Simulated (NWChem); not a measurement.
System: TiIF$_{3}$; SMILES [F][Ti]([F])([F])[I]

Output (shortened):

```
             Northwest Computational Chemistry Package (NWChem) 7.3.0
             --------------------------------------------------------

 C3V symmetry detected

                             Geometry "geometry" -> ""
                             -------------------------

 Output coordinates in angstroms (scale by  1.889725989 to convert to a.u.)

  No.       Tag          Charge          X              Y              Z
 ---- ---------------- ---------- -------------- -------------- --------------
    1 Ti                  22.0000    -0.00000000     0.00000000     1.18220666
    2 F                    9.0000     1.15659768     1.15659768     1.77213166
    3 F                    9.0000     0.42334413    -1.57994182     1.77213166
    4 F                    9.0000    -1.57994182     0.42334413     1.77213166
    5 I                   53.0000    -0.00000000     0.00000000    -1.39351134

 Effective nuclear repulsion energy (a.u.)     678.2334912067

      Symmetry information
      --------------------

 Group name             C3v
 Group number             17
 Group order               6
 No. of unique centers     3

                                 NWChem DFT Module
                                 -----------------

 Summary of "ao basis" -> "ao basis" (spherical)
 ------------------------------------------------------------------------------
       Tag                 Description            Shells   Functions and Types
 ---------------- ------------------------------  ------  ---------------------
 Ti                         def2-svp                11       31   5s3p2d1f
 F                          def2-svp                 6       14   3s2p1d
 I                          def2-svp                10       26   4s4p2d

      Symmetry analysis of basis
      --------------------------

        a1         32
        a2          5
        e          62

  Rotation of axis

            General Information
            -------------------
          SCF calculation type: DFT
          Wavefunction type:  closed shell.
          No. of atoms     :     5
          No. of electrons :    74
           Alpha electrons :    37
            Beta electrons :    37
          Charge           :     0
          Spin multiplicity:     1
          Use of symmetry is: on ; symmetry adaption is: on
          Maximum number of iterations: 150
          AO basis - number of functions:    99
                     number of shells:    39
          Convergence on energy requested:  1.00D-06
          Convergence on density requested:  1.00D-05
          Convergence on gradient requested:  5.00D-04

              XC Information
              --------------
                   Becke 97-D Method XC Functional
                  Becke 1997-D Exchange Functional  1.000
                Becke 1997-D Correlation Potential  1.000

             Grid Information
             ----------------
          Grid used for XC integration:  medium
          Radial quadrature: Mura-Knowles
          Angular quadrature: Lebedev.
          Tag              B.-S. Rad. Rad. Pts. Rad. Cut. Ang. Pts.
          ---              ---------- --------- --------- ---------
          Ti                  1.40      112          10.0       590
          F                   0.50       49          10.0       434
          I                   1.40      123          11.0       590
          Grid pruning is: on
          Number of quadrature shells:   284
          Spatial weights used:  Erf1

      Superposition of Atomic Density Guess
      -------------------------------------

 Sum of atomic energies:       -1493.26320056

      Non-variational initial energy
      ------------------------------

 Total energy =   -1442.580565
 1-e energy   =   -2973.091562
 2-e energy   =    1091.107173
 HOMO         =      -0.371311
 LUMO         =      -0.013690

      Symmetry analysis of molecular orbitals - initial
      -------------------------------------------------

  Numbering of irreducible representations:

     1 a1          2 a2          3 e

  Orbital symmetries:

     1 a1          2 a1          3 e           4 e           5 a1
     6 e           7 e           8 a1          9 a1         10 a1
    11 e          12 e          13 a1         14 a1         15 e
    16 e          17 e          18 e          19 e          20 e
    21 a1         22 a1         23 e          24 e          25 a1
    26 e          27 e          28 a1         29 e          30 e
    31 a1         32 a2         33 e          34 e          35 a1
    36 e          37 e          38 a1         39 e          40 e
    41 a1         42 e          43 e          44 a1         45 a1
    46 e          47 e

     ---------------------------------------------
      Total Density - Mulliken Population Analysis
     ---------------------------------------------

    Atom       Charge   Shell Charges
 -----------   ------   -------------------------------------------------------
    1 Ti  22    19.24   2.00  2.00  2.00  0.28  0.01  6.00  6.01  0.24  0.29  0.36  0.05
    2 F    9     9.75   1.99  1.16  0.80  3.62  2.17  0.00
    3 F    9     9.75   1.99  1.16  0.80  3.62  2.17  0.00
    4 F    9     9.75   1.99  1.16  0.80  3.62  2.17  0.00
    5 I   25    25.52   1.83  0.22  1.23  0.66  2.92  3.14  2.75  2.77  9.82  0.18

[...]
```

Level: B97-D/def2-SVP with def2 effective core potentials on I. All runs use the structure optimised with PBE-D3(BJ)/def2-SVP. def2 effective core potentials on I; no spin-orbit coupling.

Task: Which NWChem input produces such a log?

Result: This is not unique; one that fits is the input that was run:
```
start job
memory heap 200 mb stack 900 mb global 1100 mb
geometry units angstroms noautoz
  Ti     0.000000     0.000000     1.138027
  F     -1.580786     0.420182     1.727952
  F      1.154281     1.158909     1.727952
  F      0.426504    -1.579092     1.727952
  I      0.000000     0.000000    -1.437691
end
basis spherical
  * library def2-svp
end
ecp
  I library def2-ecp
end
dft
  xc becke97-d
  disp vdw 2
  iterations 150
  mulliken
end
task dft energy
```
